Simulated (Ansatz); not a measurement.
GeBrMe3 (C₃H₉BrGe) was relaxed with r2SCAN-D4 (def2-SVP) in Ansatz in these states: charge +1 doublet, neutral singlet. The geometries follow in no particular order.

A:

```xyz
14

Ge   -0.455   -0.187    0.034
Br   -2.135   -1.057   -1.249
C     0.910    0.177   -1.625
H     1.098   -0.813   -2.054
H     1.709    0.593   -0.995
H     0.382    0.889   -2.269
C     0.440   -1.533    1.084
H    -0.229   -1.791    1.922
H     1.381   -1.128    1.485
H     0.634   -2.434    0.486
C    -0.868    1.578    0.689
H    -1.596    1.458    1.510
H    -1.315    2.196   -0.101
H     0.044    2.053    1.082
```

B:

```tsv
atom	x (Å)	y (Å)	z (Å)
Ge1	-0.083	-0.298	-0.216
Br2	-0.598	-2.150	-1.559
C3	-1.709	0.766	-0.094
H4	-2.038	1.078	-1.096
H5	-1.523	1.666	0.515
H6	-2.515	0.182	0.375
C7	1.356	0.655	-1.117
H8	2.237	0.005	-1.225
H9	1.640	1.544	-0.532
H10	1.034	0.978	-2.118
C11	0.469	-1.005	1.513
H12	1.357	-1.643	1.400
H13	-0.340	-1.603	1.957
H14	0.712	-0.175	2.196
```

Task: Judge from the bond lengths which geometry belongs to which state (an estimate).

Result: A is the charge +1 doublet (Ge1–C3 2.179 Å, Ge1–Br2 2.287 Å, Ge1–C7 1.927 Å); B is the neutral singlet (Ge1–C3 1.947 Å, Ge1–Br2 2.346 Å, Ge1–C7 1.947 Å).
